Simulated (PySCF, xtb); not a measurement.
C2H2F, SMILES [C](=C)F, multiplicity 2.

Harmonic wavenumbers (cm⁻¹) from GFN2-xTB in xtb at its own minimum, in rising order: 378, 547, 839, 922, 1120, 1338, 1777, 2906, 3132.

Task: What does PBE-D3(BJ)/def2-TZVP (PySCF 2.14.0) give at its own minimum? (Estimate from the structure and the level; the computed values follow.)

Result: 438, 598, 775, 913, 1122, 1340, 1665, 3047, 3179. Paired by order, the mean absolute difference is 54 cm⁻¹ and the zero-point energies are 18.5 and 18.7 kcal/mol.
